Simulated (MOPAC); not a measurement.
MOPAC input (AM1):

```
AM1 1SCF CHARGE=1 GEO-OK AUX(PRECISION=9) THREADS=1
ClPb

Pb   -0.00000000 1   -0.00000000 1   -0.42772181 1
Cl    0.00000000 1    0.00000000 1    2.06312872 1
```

Q: What heat of formation does the run end on, and which ionisation energy by Koopmans theorem?

A: 168.60 kcal/mol; 16.52 eV.
